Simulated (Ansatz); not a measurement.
Consider the redistribution: `[NH2][Ti]([NH2])([NH2])[NH2]` + `[NH]=[Mo](=[NH])([F])[Cl]` → `[NH2][Ti]([NH2])([NH2])[F]` + `[NH]=[Mo](=[NH])([NH2])[Cl]`.

Isolated molecules relaxed with PBE0-D4/def2-TZVP in Ansatz; ΔE leaves out vibrations. CCSD(T)/CBS is the MP2 limit (def2-TZVPP, def2-QZVPP) plus CCSD(T) − MP2 in def2-TZVPP, frozen cores. DFT in def2-TZVPP. HSE06 is defined as in plane-wave codes. def2 core potentials past Kr. For Mo, Ti outer-core shells are correlated without core-valence functions, which leaves a few kJ/mol of doubt a bond. Scalar relativity is left out up to krypton. Each species was taken in one conformer, which may not be the lowest.

```csv
level,ΔE (kJ/mol),difference from CCSD(T)/CBS
HSE06-D4,-75.8,-3.9
ωB97X-V,-74.1,-2.2
ωB97M-V,-73.8,-1.9
PBE-QIDH,-77.2,-5.3
PBE,-74.1,-2.2
r2SCANh,-74.8,-2.9
BHLYP,-74.9,-3.0
MP2/def2-TZVPP,-78.4,-6.5
HF/CBS(def2),-72.6,-0.7
CCSD/CBS(def2),-71.6,0.3
CCSD(T)/CBS,-71.9,0
```

Largest T1 diagnostic among the species: 0.024, so the coupled-cluster value is less sure than usual.

Leaving LDA and LC-ωPBE aside and taking each functional with its dispersion term where it has one, the values, not all of them listed here, spread over 6.6 kJ/mol, from PBE-QIDH to B97M-V. LDA lies −4.4 kJ/mol from PBE without D4. At CCSD(T), def2-SVP lies −22.1 kJ/mol from the extrapolated value and def2-TZVPP −4.2 kJ/mol.
